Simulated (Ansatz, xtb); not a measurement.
**C2GeN−: which of two isomers lies lower**

Structure I: `[C-]#[N+][C]#[Ge-]`, a singlet. Structure II: `[C-]#C[N+]#[Ge-]`, a singlet. Both are isolated ions in the gas phase, relaxed with PBE0-D3(BJ)/def2-SVPD.

I (Å):

```xyz
4

C     0.0000    0.0000   -1.9805
C     0.0000    0.0000    0.5219
Ge    0.0000    0.0000    2.2492
N     0.0000    0.0000   -0.7907
```

II (Å):

```tsv
atom	x (Å)	y (Å)	z (Å)
C	0.0000	0.0000	-2.0173
C	0.0000	0.0000	-0.7488
Ge	0.0000	0.0000	2.2264
N	0.0000	0.0000	0.5397
```

Energies in hartree; the thermal terms are from PBE0-D3(BJ)/def2-SVPD harmonic frequencies (ideal gas, rigid rotor, one conformer each, 298.15 K, 1 atm) and include the zero-point energy:

```
                                  I            II
E, CCSD(T)/def2-TZVPPD  −2206.289557  −2206.270666
     zero-point energy      0.012245      0.011814
          H(298 K) − E      0.017464      0.017076
          G(298 K) − E     −0.013427     −0.013834
```

Problem. Work out ΔE, ΔE₀, ΔH and ΔG for I → II in kJ/mol (1 Eh = 2625.50 kJ/mol) and the equilibrium ratio [II]/[I].

Solution. 1. ΔE = −2206.270666 − (−2206.289557) = +0.018891 Eh = +49.60 kJ/mol.
2. ΔE₀ = ΔE + ΔZPE = +0.018891 + (−0.000431) Eh = +48.47 kJ/mol.
3. ΔH = ΔE + (−0.000388) Eh = +48.58 kJ/mol.
4. ΔG = ΔE + (−0.000407) Eh = +48.53 kJ/mol, so ΔS = (ΔH − ΔG)/T = +0.2 J/(mol K).
5. kT = 0.9442 mEh, so K = [II]/[I] = exp(−ΔG/kT) = exp(−19.58) ≈ 3.1 × 10^−9.

Structure I is favoured at this temperature. An error of 4 kJ/mol in ΔG would change K by a factor of 5. GFN2-xTB, HF/STO-3G gave ΔE the other sign. Large T1 diagnostics make the coupled-cluster value less sure. Mirror images and further conformers aren't counted.

As drawn, II has 1 C≡C, 1 Ge≡N in place of 1 C≡N, 1 C≡Ge.

Other levels gave ΔE = −68.9 (GFN2-xTB); −5.0 (HF/STO-3G, GFN2-xTB geometries); +55.4 (r2SCAN-D4/def2-SVPD, GFN2-xTB geometries); +57.0 (PBE0-D3(BJ)/def2-SVPD); +88.7 (HF/def2-TZVPPD); +37.0 (MP2/def2-TZVPPD) kJ/mol. The correlated steps freeze 12 core orbitals; the filled d shell of Ge is correlated, in a basis made for valence electrons. Programs: Ansatz 0.2.0, xtb 6.7.1.
